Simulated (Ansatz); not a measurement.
CH6BNSi can be A, `[SiH3]C1BN1`, or B, `[SiH3]B1CN1`.

Program: Ansatz. Geometries: PBE0-D4/def2-TZVP. ΔE: electronic, gas phase. CBS: MP2 limit from def2 TZ/QZ plus the TZ coupled-cluster correction, frozen cores. Functionals use def2-TZVPP. B3LYP here is the variant with VWN-RPA as its local correlation; programs differ in this.

**Question.** Which is lower in electronic energy at CCSD(T)/CBS, and by how much? (Best estimate.)

**Answer.** Ansatz gave: B, by 0.8 kcal/mol.

**Question.** Give E(B) − E(A) in kcal/mol with MP2/def2-TZVPP, LDA (SPW92), CCSD/def2-TZVPP, B3LYP-D4, HF/def2-TZVPP, ωB97M-V, r2SCAN-D4. (An estimate is asked.)

**Answer.** Ansatz gave: MP2/def2-TZVPP -0.2, LDA (SPW92) -2.3, CCSD/def2-TZVPP -1.4, B3LYP-D4 -1.0, HF/def2-TZVPP -0.3, ωB97M-V -0.1, r2SCAN-D4 -1.5. None reverses the order clearly.

**Question.** Does the order hold for the free energy at 298.15 K (harmonic terms from PBE0-D4)? (An estimate is asked.)

**Answer.** Computed: Too close to call: G(B) − G(A) = 0.0 kcal/mol.

Largest T1 diagnostic: 0.014.

From BLYP to BHLYP (50 % exact exchange), in def2-TZVPP and without D4, E(B) − E(A) moves by +1.0 kcal/mol. At CCSD(T), def2-SVP lies −1.8 kcal/mol from the extrapolated value and def2-TZVPP −0.6 kcal/mol.
